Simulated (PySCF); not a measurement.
The multiplicity is imposed and other spin states were not computed.

B3LYP has the VWN-RPA correlation part, as in Gaussian. 

[Ti(F)3(Cl)] (charge 0, multiplicity 1)

Calculation: B3LYP-D3(BJ)/def2-TZVP // PBE-D3(BJ)/def2-SVP in PySCF.

The HOMO comes out as -9.94 eV and the dipole moment is 0.24 D. The LUMO is -3.74 eV and the HOMO–LUMO gap comes out as 6.20 eV. The charge on the central atom (Mulliken) is 1.53 e and the charge on the central atom (meta-Löwdin) comes out as 1.57 e. The total energy comes out as -1609.6806 Ha and the cost is roughly 60 core-seconds.

Bond lengths (Å): Ti1–F2 1.740, Ti1–F3 1.740, Ti1–F4 1.740, Ti1–Cl5 2.191. Angles (°): F2–Ti1–F3 109.0, F2–Ti1–F4 109.0, F2–Ti1–Cl5 109.9, F3–Ti1–F4 109.0, F3–Ti1–Cl5 109.9, F4–Ti1–Cl5 109.9.
